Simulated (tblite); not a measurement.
A geometry optimisation, step by step.

Compound: C₃H₄BO₂Se (doublet state).
Numbering: `[CH2:1]=[C:2]1[O:3][BH:4][O:5][CH:6][Se:7]1` (hydrogens: H8, H9 on C1; H10 on B4; H11 on C6)
Bond orders are those of one Lewis drawing.

Computed with GFN2-xTB (tblite), gas phase: L-BFGS steps from a force-field or distance-geometry start until the largest atomic force falls under 0.01 eV/Å. 10 of its 64 geometries are shown.

Step 0: E = -570.2771 eV, largest atomic force 3.161 eV/Å
```
atom  x, y, z in Å  |  force x, y, z in eV/Å
C1     -2.220   -0.444    0.007   -0.804   0.022   0.049
C2     -0.948   -0.106   -0.036    1.619  -0.958  -0.763
O3     -0.010   -1.024   -0.550    2.307   2.011   0.790
B4      1.438   -0.720   -0.625   -2.363   0.870   0.574
O5      1.909    0.642   -0.413   -0.392  -2.431   0.779
C6      1.452    0.999    0.848   -0.404   1.620  -1.135
Se7    -0.393    1.604    0.697    0.610  -0.685   0.337
H8     -2.553   -1.391   -0.376   -0.059  -0.036  -0.030
H9     -2.957    0.236    0.422    0.216  -0.196  -0.124
H10     2.209   -1.618   -0.677   -0.493   0.374  -0.390
H11     2.078    1.825    1.247   -0.237  -0.590  -0.087
```

Step 7: E = -571.2678 eV, largest atomic force 0.911 eV/Å
```
atom  x, y, z in Å  |  force x, y, z in eV/Å
C1     -2.185   -0.482   -0.035   -0.362   0.076   0.143
C2     -0.910   -0.134   -0.019    0.053  -0.372   0.094
O3      0.047   -0.966   -0.440    0.130   0.154  -0.135
B4      1.368   -0.710   -0.573    0.391  -0.268   0.122
O5      2.019    0.397   -0.161   -0.788   0.098   0.447
C6      1.395    1.270    0.675    0.590  -0.058  -0.131
Se7    -0.432    1.584    0.762    0.286  -0.024  -0.168
H8     -2.570   -1.413   -0.403    0.193  -0.049  -0.084
H9     -2.877    0.211    0.385   -0.468   0.219   0.040
H10     2.043   -1.596   -0.884    0.091  -0.229  -0.481
H11     2.106    1.841    1.236   -0.115   0.453   0.152
```

Step 14: E = -571.4441 eV, largest atomic force 0.188 eV/Å
```
atom  x, y, z in Å  |  force x, y, z in eV/Å
C1     -2.202   -0.473   -0.014   -0.016   0.011  -0.010
C2     -0.910   -0.167    0.016   -0.052   0.044  -0.034
O3      0.037   -0.983   -0.457    0.056   0.087   0.001
B4      1.385   -0.765   -0.509    0.012  -0.010  -0.055
O5      2.021    0.305    0.001   -0.081  -0.026   0.117
C6      1.452    1.376    0.583    0.112  -0.088  -0.123
Se7    -0.399    1.562    0.772   -0.033  -0.039   0.082
H8     -2.539   -1.410   -0.420    0.004  -0.017   0.009
H9     -2.935    0.217    0.361   -0.014  -0.010   0.012
H10     2.011   -1.597   -1.043    0.034   0.075   0.074
H11     2.084    1.938    1.254   -0.019  -0.027  -0.073
```

Step 21: E = -571.4566 eV, largest atomic force 0.125 eV/Å
```
atom  x, y, z in Å  |  force x, y, z in eV/Å
C1     -2.210   -0.469   -0.020    0.052   0.015   0.020
C2     -0.920   -0.149    0.005    0.018  -0.043  -0.022
O3      0.030   -0.957   -0.484    0.057   0.023  -0.060
B4      1.384   -0.769   -0.506   -0.067  -0.038   0.023
O5      2.023    0.277    0.043   -0.025   0.003  -0.043
C6      1.455    1.383    0.539    0.075   0.025   0.009
Se7    -0.391    1.543    0.824   -0.104  -0.058   0.038
H8     -2.534   -1.415   -0.420    0.006   0.070  -0.021
H9     -2.948    0.210    0.367    0.008  -0.041   0.005
H10     2.034   -1.588   -1.024   -0.057  -0.046   0.039
H11     2.083    1.937    1.221    0.036   0.090   0.012
```

Step 28: E = -571.4692 eV, largest atomic force 0.102 eV/Å
```
atom  x, y, z in Å  |  force x, y, z in eV/Å
C1     -2.201   -0.468   -0.025   -0.054   0.015  -0.027
C2     -0.915   -0.138   -0.018   -0.042  -0.067   0.029
O3      0.026   -0.925   -0.557    0.014   0.017   0.042
B4      1.378   -0.771   -0.501   -0.045   0.004   0.042
O5      2.013    0.275    0.056    0.094  -0.022  -0.034
C6      1.452    1.403    0.517   -0.033  -0.013   0.032
Se7    -0.388    1.488    0.916    0.056   0.044   0.027
H8     -2.535   -1.393   -0.460    0.024   0.002  -0.085
H9     -2.941    0.184    0.398   -0.001   0.027   0.061
H10     2.019   -1.631   -0.952    0.055  -0.029  -0.032
H11     2.099    1.980    1.168   -0.068   0.022  -0.055
```

Step 35: E = -571.4793 eV, largest atomic force 0.116 eV/Å
```
atom  x, y, z in Å  |  force x, y, z in eV/Å
C1     -2.208   -0.461   -0.041    0.018   0.012   0.019
C2     -0.919   -0.141   -0.001    0.040  -0.023  -0.010
O3      0.027   -0.902   -0.568    0.019  -0.076   0.031
B4      1.380   -0.781   -0.482   -0.027   0.040   0.007
O5      2.030    0.265    0.064   -0.053   0.066   0.038
C6      1.445    1.395    0.499   -0.100   0.010   0.027
Se7    -0.375    1.440    0.994    0.110   0.015   0.032
H8     -2.534   -1.354   -0.546   -0.027   0.048  -0.005
H9     -2.934    0.162    0.448   -0.034  -0.024  -0.047
H10     2.012   -1.660   -0.914    0.036  -0.009  -0.024
H11     2.082    2.040    1.092    0.017  -0.060  -0.067
```

Step 42: E = -571.4880 eV, largest atomic force 0.152 eV/Å
```
atom  x, y, z in Å  |  force x, y, z in eV/Å
C1     -2.207   -0.447   -0.053    0.040   0.005  -0.027
C2     -0.912   -0.168    0.035    0.000   0.101   0.070
O3      0.032   -0.932   -0.531   -0.053   0.016   0.043
B4      1.383   -0.792   -0.462    0.042  -0.010  -0.028
O5      2.023    0.271    0.063   -0.020   0.003  -0.038
C6      1.421    1.392    0.492   -0.020   0.008  -0.044
Se7    -0.355    1.389    1.093   -0.018  -0.151   0.008
H8     -2.542   -1.284   -0.637   -0.032  -0.087   0.012
H9     -2.943    0.146    0.457    0.019   0.073  -0.047
H10     2.026   -1.660   -0.903    0.006  -0.002   0.010
H11     2.080    2.087    0.990    0.035   0.043   0.042
```

Step 49: E = -571.5066 eV, largest atomic force 0.151 eV/Å
```
atom  x, y, z in Å  |  force x, y, z in eV/Å
C1     -2.207   -0.421   -0.086    0.076   0.004  -0.008
C2     -0.909   -0.207    0.101   -0.018  -0.099  -0.020
O3      0.035   -1.008   -0.417    0.043  -0.025  -0.003
B4      1.378   -0.798   -0.452    0.122   0.028  -0.037
O5      2.003    0.320   -0.025   -0.043  -0.013  -0.041
C6      1.384    1.406    0.472    0.082  -0.043  -0.046
Se7    -0.305    1.244    1.266   -0.092   0.084   0.066
H8     -2.554   -1.247   -0.690    0.071   0.120   0.058
H9     -2.937    0.223    0.366   -0.013   0.004  -0.001
H10     2.054   -1.643   -0.895   -0.087  -0.015   0.020
H11     2.065    2.133    0.903   -0.141  -0.044   0.013
```

Step 56: E = -571.5144 eV, largest atomic force 0.064 eV/Å
```
atom  x, y, z in Å  |  force x, y, z in eV/Å
C1     -2.191   -0.405   -0.093    0.012  -0.019  -0.001
C2     -0.895   -0.231    0.137   -0.051  -0.011  -0.023
O3      0.050   -1.042   -0.364   -0.006   0.017   0.010
B4      1.386   -0.801   -0.458   -0.018  -0.008   0.033
O5      1.993    0.339   -0.066   -0.058   0.003  -0.001
C6      1.359    1.402    0.458    0.007   0.029   0.030
Se7    -0.301    1.213    1.317    0.049  -0.015  -0.038
H8     -2.541   -1.213   -0.713    0.042   0.040   0.002
H9     -2.924    0.252    0.341    0.044  -0.007   0.014
H10     2.046   -1.654   -0.903    0.010   0.010  -0.002
H11     2.023    2.144    0.888   -0.031  -0.037  -0.024
```

Step 63: E = -571.5159 eV, largest atomic force 0.009 eV/Å
```
atom  x, y, z in Å  |  force x, y, z in eV/Å
C1     -2.184   -0.395   -0.099    0.000  -0.002  -0.003
C2     -0.891   -0.245    0.155    0.006   0.000  -0.004
O3      0.051   -1.061   -0.341   -0.002  -0.005  -0.002
B4      1.383   -0.808   -0.451    0.004   0.000   0.001
O5      1.977    0.347   -0.084    0.000  -0.001   0.002
C6      1.341    1.401    0.452   -0.005   0.000   0.001
Se7    -0.287    1.178    1.357    0.007   0.006   0.002
H8     -2.528   -1.181   -0.747   -0.007   0.000   0.001
H9     -2.911    0.262    0.342    0.001   0.003   0.003
H10     2.051   -1.655   -0.894    0.003   0.000  -0.001
H11     2.003    2.158    0.854   -0.006  -0.001   0.001
```

**Question.** Summarise the path.

**Answer.** The energy falls by 28.57 kcal/mol from step 0 to step 63; nine tenths of that is first reached at step 10. It falls at every step. The largest force goes from 3.161 to 0.009 eV/Å. Among the bonds O3–B4 changes most, from 1.482 to 1.360 Å; the atoms move by 0.411 Å rms after alignment.

**Question.** Follow the three bonds and two angles with the largest change from start to end.

**Answer.** 
```
step  E above end (kcal/mol)  largest force (eV/Å)  O3–B4 (Å)  B4–O5 (Å)  C6–Se7 (Å)  B4–O5–C6 (°)  O5–C6–Se7 (°)
   0                   28.57                 3.161      1.482      1.457       1.948         105.4          108.7
   3                   13.09                 0.868      1.344      1.375       1.868         111.3          114.1
   5                    9.20                 1.211      1.365      1.355       1.838         115.3          120.7
   8                    4.57                 0.848      1.348      1.347       1.872         121.8          126.0
  11                    2.36                 0.369      1.366      1.340       1.880         128.4          122.4
  14                    1.66                 0.188      1.367      1.345       1.870         126.7          122.8
  16                    1.54                 0.140      1.361      1.345       1.880         126.6          122.5
  19                    1.44                 0.120      1.364      1.343       1.880         126.5          122.7
  22                    1.33                 0.130      1.367      1.344       1.876         126.4          122.9
  25                    1.21                 0.144      1.362      1.345       1.888         127.0          122.1
  27                    1.12                 0.147      1.362      1.345       1.888         127.0          121.5
  30                    1.01                 0.106      1.363      1.345       1.877         126.1          121.3
  33                    0.90                 0.093      1.361      1.348       1.880         125.1          121.7
  36                    0.82                 0.143      1.361      1.347       1.883         125.1          122.0
  38                    0.74                 0.089      1.362      1.348       1.877         124.8          121.6
  41                    0.68                 0.124      1.360      1.348       1.874         124.6          121.7
  44                    0.55                 0.160      1.363      1.346       1.880         125.4          121.4
  47                    0.39                 0.171      1.361      1.347       1.878         125.6          120.4
  49                    0.21                 0.151      1.360      1.351       1.873         124.9          120.1
  52                    0.10                 0.085      1.362      1.348       1.875         124.7          121.0
  55                    0.05                 0.077      1.361      1.349       1.881         124.8          120.9
  58                    0.01                 0.044      1.361      1.349       1.875         124.7          120.9
  60                    0.00                 0.024      1.361      1.349       1.875         124.8          120.7
  63                    0.00                 0.009      1.360      1.349       1.876         124.9          120.7
```

The cost below is that of the whole relaxation. The run took 0.27 s wall on Arm Neoverse V2, one thread (shared host).
